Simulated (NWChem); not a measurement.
System: SbH₃O₂; SMILES [OH][SbH][OH]

NWChem printed, in part:

```
             Northwest Computational Chemistry Package (NWChem) 7.3.0
             --------------------------------------------------------

 C1  symmetry detected

                             Geometry "geometry" -> ""
                             -------------------------

 Output coordinates in angstroms (scale by  1.889725989 to convert to a.u.)

  No.       Tag          Charge          X              Y              Z
 ---- ---------------- ---------- -------------- -------------- --------------
    1 Sb                  51.0000    -0.34139567     0.00739167     0.02689918
    2 H                    1.0000    -0.49355164    -0.07641725    -1.69127324
    3 O                    8.0000     0.95115676    -1.50982749    -0.04125015
    4 H                    1.0000     1.13947296    -1.81750610     0.85366383
    5 O                    8.0000     0.94590058     1.51838779     0.05701238
    6 H                    1.0000     1.58879934     1.44846583    -0.66034679

 Effective nuclear repulsion energy (a.u.)     280.4333740429

                                 NWChem DFT Module
                                 -----------------

 Summary of "ao basis" -> "ao basis" (spherical)
 ------------------------------------------------------------------------------
       Tag                 Description            Shells   Functions and Types
 ---------------- ------------------------------  ------  ---------------------
 Sb                         def2-svp                10       26   4s4p2d
 H                          def2-svp                 3        5   2s1p
 O                          def2-svp                 6       14   3s2p1d

            General Information
            -------------------
          SCF calculation type: DFT
          Wavefunction type:  closed shell.
          No. of atoms     :     6
          No. of electrons :    42
           Alpha electrons :    21
            Beta electrons :    21
          Charge           :     0
          Spin multiplicity:     1
          Use of symmetry is: off; symmetry adaption is: off
          Maximum number of iterations: 150
          AO basis - number of functions:    69
                     number of shells:    31
          Convergence on energy requested:  1.00D-06
          Convergence on density requested:  1.00D-05
          Convergence on gradient requested:  5.00D-04

              XC Information
              --------------
                         B3LYP Method XC Potential
                     Hartree-Fock (Exact) Exchange  0.200
                        Slater Exchange Functional  0.800 local
                    Becke 1988 Exchange Functional  0.720 non-local
              Lee-Yang-Parr Correlation Functional  0.810
                  VWN I RPA Correlation Functional  0.190 local

             Grid Information
             ----------------
          Grid used for XC integration:  medium
          Radial quadrature: Mura-Knowles
          Angular quadrature: Lebedev.
          Tag              B.-S. Rad. Rad. Pts. Rad. Cut. Ang. Pts.
          ---              ---------- --------- --------- ---------
          Sb                  1.45      123           8.0       590
          H                   0.35       45          10.0       434
          O                   0.60       49          10.0       434
          Grid pruning is: on
          Number of quadrature shells:   356
          Spatial weights used:  Erf1

      Superposition of Atomic Density Guess
      -------------------------------------

 Sum of atomic energies:        -428.49245912

      Non-variational initial energy
      ------------------------------

 Total energy =    -390.455897
 1-e energy   =    -907.475277
 2-e energy   =     376.174012
 HOMO         =      -0.281859
 LUMO         =      -0.003361

     ---------------------------------------------
      Total Density - Mulliken Population Analysis
     ---------------------------------------------

    Atom       Charge   Shell Charges
 -----------   ------   -------------------------------------------------------
    1 Sb  23    21.75   2.11 -0.08  1.16  0.59  2.98  3.03  1.08  0.74  9.81  0.32
    2 H    1     1.11   0.66  0.44  0.01
    3 O    8     8.90   1.99  1.11  0.69  3.06  2.05  0.00
    4 H    1     0.67   0.53  0.08  0.06
    5 O    8     8.90   1.99  1.11  0.69  3.06  2.05  0.00
    6 H    1     0.67   0.53  0.08  0.06

   convergence    iter        energy       DeltaE   RMS-Dens  Diis-err
 ---------------- ----- ----------------- --------- --------- ---------
 d= 0,ls=0.0,diis     1   -392.3556090828 -5.33D+02  2.65D-02  8.56D-01
 d= 0,ls=0.0,diis     2   -392.1319517887  2.24D-01  1.55D-02  3.07D+00
 d= 0,ls=0.0,diis     3   -392.4606842188 -3.29D-01  1.50D-03  1.73D-02
 d= 0,ls=0.0,diis     4   -392.4621904633 -1.51D-03  7.26D-04  2.31D-03
 d= 0,ls=0.0,diis     5   -392.4622525951 -6.21D-05  3.40D-04  1.80D-03
  Resetting Diis
 d= 0,ls=0.0,diis     6   -392.4624338828 -1.81D-04  5.90D-05  1.17D-05
 d= 0,ls=0.0,diis     7   -392.4624351773 -1.29D-06  2.41D-05  5.19D-07
 d= 0,ls=0.0,diis     8   -392.4624351951 -1.78D-08  1.11D-05  4.40D-07
 d= 0,ls=0.0,diis     9   -392.4624352618 -6.67D-08  1.42D-06  2.30D-08

         Total DFT energy =     -392.462435261815
      One electron energy =     -909.918616797640
           Coulomb energy =      414.434108526679
    Exchange-Corr. energy =      -37.823294883347
 Nuclear repulsion energy =      140.845367892493

 Numeric. integr. density =       41.999996411969

                       DFT Final Molecular Orbital Analysis
                       ------------------------------------

 Vector   19  Occ=2.000000D+00  E=-2.987629D-01
              MO Center=  7.7D-01,  2.4D-01, -1.4D-01, r^2= 3.1D+00
   Bfn.  Coefficient  Atom+Function         Bfn.  Coefficient  Atom+Function
  ----- ------------  ---------------      ----- ------------  ---------------
    56      0.346602  5 O  pz                35      0.329368  3 O  px
    54      0.289189  5 O  px                59      0.265273  5 O  pz
    38      0.254744  3 O  px                57      0.224012  5 O  px
    27      0.187801  2 H  s                 36      0.175059  3 O  py
    28      0.156995  2 H  s                 39      0.133874  3 O  py

 Vector   20  Occ=2.000000D+00  E=-2.930633D-01
              MO Center=  8.9D-01,  1.8D-01,  2.1D-03, r^2= 3.0D+00
   Bfn.  Coefficient  Atom+Function         Bfn.  Coefficient  Atom+Function
  ----- ------------  ---------------      ----- ------------  ---------------
    36      0.378487  3 O  py                55      0.365409  5 O  py
    39      0.295088  3 O  py                58      0.279151  5 O  py
    54     -0.235180  5 O  px                56     -0.188808  5 O  pz
    57     -0.177518  5 O  px                59     -0.149801  5 O  pz
    35      0.131178  3 O  px                37      0.131724  3 O  pz

 Vector   21  Occ=2.000000D+00  E=-2.666718D-01
              MO Center= -2.1D-01, -2.3D-01, -3.0D-02, r^2= 3.2D+00
   Bfn.  Coefficient  Atom+Function         Bfn.  Coefficient  Atom+Function
  ----- ------------  ---------------      ----- ------------  ---------------
     3      0.340354  1 Sb s                  4      0.335629  1 Sb s
    13      0.312661  1 Sb pz                35      0.269496  3 O  px
    11     -0.244465  1 Sb px                27     -0.244399  2 H  s
    28     -0.225086  2 H  s                 38      0.217067  3 O  px
    37     -0.171215  3 O  pz                 1     -0.159146  1 Sb s

 Vector   22  Occ=0.000000D+00  E=-2.992203D-02
              MO Center= -2.6D-01, -1.5D-01,  1.4D-01, r^2= 3.9D+00
   Bfn.  Coefficient  Atom+Function         Bfn.  Coefficient  Atom+Function
  ----- ------------  ---------------      ----- ------------  ---------------
    15      0.608341  1 Sb py                34      0.448167  3 O  s
    14     -0.359236  1 Sb px                16     -0.359962  1 Sb pz
    28     -0.345513  2 H  s                 12      0.319054  1 Sb py
    11     -0.204740  1 Sb px                47     -0.205464  4 H  s
    35     -0.173470  3 O  px                38     -0.173550  3 O  px

 Vector   23  Occ=0.000000D+00  E=-2.329281D-02
              MO Center= -1.8D-01,  9.6D-02,  2.3D-02, r^2= 4.0D+00
   Bfn.  Coefficient  Atom+Function         Bfn.  Coefficient  Atom+Function
  ----- ------------  ---------------      ----- ------------  ---------------
    15      0.516107  1 Sb py                53     -0.505718  5 O  s
    14      0.467954  1 Sb px                28      0.440496  2 H  s
    16      0.427864  1 Sb pz                11      0.267279  1 Sb px
    12      0.262754  1 Sb py                66      0.259990  6 H  s
    58      0.195078  5 O  py                55      0.186648  5 O  py

 Vector   24  Occ=0.000000D+00  E= 4.548410D-02
              MO Center= -2.4D-01, -6.2D-02, -4.7D-01, r^2= 4.3D+00
   Bfn.  Coefficient  Atom+Function         Bfn.  Coefficient  Atom+Function
  ----- ------------  ---------------      ----- ------------  ---------------
    28      1.158270  2 H  s                 16      0.885867  1 Sb pz
     3     -0.739316  1 Sb s                 34      0.393436  3 O  s
     4     -0.384842  1 Sb s                 14     -0.370780  1 Sb px
    13      0.360603  1 Sb pz                47     -0.290563  4 H  s
     1      0.220902  1 Sb s                 27      0.216052  2 H  s

     ---------------------------------------------
      Total Density - Mulliken Population Analysis
     ---------------------------------------------

    Atom       Charge   Shell Charges
 -----------   ------   -------------------------------------------------------
    1 Sb  23    22.25   2.11 -0.08  1.35  0.40  2.96  3.05  1.47  0.75  9.78  0.45
    2 H    1     1.13   0.71  0.41  0.01
    3 O    8     8.49   1.99  1.08  0.72  2.83  1.86  0.01
    4 H    1     0.82   0.68  0.07  0.07
    5 O    8     8.49   1.99  1.08  0.71  2.83  1.87  0.01
    6 H    1     0.82   0.68  0.07  0.07

     -------------------------------------------
      Total Density - Lowdin Population Analysis
     -------------------------------------------

    Atom       Charge   Shell Charges
 -----------   ------   -------------------------------------------------------
    1 Sb  23    22.35   1.30  0.67  1.00  0.65  2.79  3.07  1.46  1.04  9.51  0.86
    2 H    1     1.12   0.64  0.45  0.03
    3 O    8     8.33   1.97  0.92  0.66  2.69  2.09  0.01
    4 H    1     0.94   0.57  0.19  0.19
    5 O    8     8.33   1.97  0.92  0.65  2.69  2.09  0.01
    6 H    1     0.93   0.56  0.19  0.19

     Multipole analysis of the density
     ---------------------------------

     L   x y z        total         alpha         beta         nuclear
     -   - - -        -----         -----         ----         -------
     0   0 0 0      0.000000    -21.000000    -21.000000     42.000000

     1   1 0 0     -0.347591     -9.205816     -9.205816     18.064040
     1   0 1 0     -0.219795      0.085658      0.085658     -0.391110
     1   0 0 1      0.195421      0.809360      0.809360     -1.423298

     2   2 0 0    -26.585960    -51.043353    -51.043353     75.500745
     2   1 1 0      0.294380     -0.230072     -0.230072      0.754525
     2   1 0 1      0.256607     -1.058406     -1.058406      2.373420
     2   0 2 0    -30.181630    -90.242296    -90.242296    150.302962
     2   0 1 1     -3.717281      0.254418      0.254418     -4.226117
     2   0 0 2    -26.706934    -20.641050    -20.641050     14.575166
```

Level: B3LYP/def2-SVP with def2 effective core potentials on Sb. The geometry was optimised at PBE0/def2-SVP. def2 effective core potentials on Sb; no spin-orbit coupling.

**Question.** Which NWChem input produces such a log?

**Answer.** This is not unique; one that fits is the input that was run:
```
start job
memory heap 200 mb stack 900 mb global 1100 mb
geometry units angstroms noautoz
  Sb    -0.283386    -0.007000     0.026145
  H     -0.387201    -0.075689    -1.696294
  O      0.924248    -1.593673    -0.010990
  H      1.067622    -1.914760     0.887535
  O      1.084439     1.429729     0.103684
  H      1.744151     1.326778    -0.594165
end
basis spherical
  Sb library def2-svp
  H library def2-svp
  O library def2-svp
end
ecp
  Sb library def2-ecp
end
dft
  xc b3lyp
  iterations 150
  mulliken
end
task dft energy
```
